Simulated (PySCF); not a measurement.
## Core-level binding energies of `FC(F)(F)c1cn[se]c1`

Species: C4H2F3NSe.
Bonds: F1–C2, C2–F3, C2–F4, C2–C5, C5–C6 (aromatic), C6–N7 (aromatic), N7–Se8 (aromatic), Se8–C9 (aromatic), C5–C9 (aromatic). Hydrogens: H10 on C6; H11 on C9.

Method used: PySCF 2.14.0, delta-SCF UKS SCAN, pcX-2 on the ionised atom, pcseg-1 elsewhere, spin-free X2C. Vertical ΔSCF values, vacuum level as zero.

Question: What binding energy does each computed site have?

Answer: 
```json
{"atom(s)": "F1/F3/F4", "bonded to": "C", "level": "F 1s", "binding energy (eV)": "694.08", "above the level's lowest (eV)": "0.00", "count": "3"}
{"atom(s)": "C2", "bonded to": "3 F and C", "level": "C 1s", "binding energy (eV)": "298.48", "above the level's lowest (eV)": "+6.96", "count": "1"}
{"atom(s)": "C5", "bonded to": "2 C (aromatic in the SMILES) and C", "level": "C 1s", "binding energy (eV)": "291.52", "above the level's lowest (eV)": "0.00", "count": "1"}
{"atom(s)": "C6", "bonded to": "N (aromatic in the SMILES), C (aromatic in the SMILES) and H", "level": "C 1s", "binding energy (eV)": "292.03", "above the level's lowest (eV)": "+0.51", "count": "1"}
{"atom(s)": "N7", "bonded to": "C (aromatic in the SMILES) and Se (aromatic in the SMILES)", "level": "N 1s", "binding energy (eV)": "405.27", "above the level's lowest (eV)": "0.00", "count": "1"}
{"atom(s)": "C9", "bonded to": "Se (aromatic in the SMILES), C (aromatic in the SMILES) and H", "level": "C 1s", "binding energy (eV)": "291.68", "above the level's lowest (eV)": "+0.16", "count": "1"}
```

Lowest listed C 1s: C5, bonded to 2 C (aromatic in the SMILES) and C. Highest, 6.96 eV above it: C2, bonded to 3 F and C. Summing the Pauling electronegativity differences to the bonded atoms, each weighted by its formal bond order, gives 0.00 for the lowest site and +4.29 for the highest; no listed site has a larger sum than the highest. The smallest sum, -0.35, belongs to C9, 0.16 eV above the lowest.

Question: Express the binding energy of C 1s of C6 in atomic units and per mole.

Answer: 292.03 eV = 10.7319 Eh = 28177 kJ/mol.

Topologically equivalent atoms share the value of their first member; where this conformer doesn't relate them by symmetry, their own values could differ. No level of selenium is listed. Isolated species at its PBE0-D3(BJ)/def2-SVP geometry, gas phase.

The values belong to the conformer `[F:1][C:2]([F:3])([F:4])[c:5]1[cH:6][n:7][se:8][cH:9]1`: F1–C2–C5–C6 -152°.
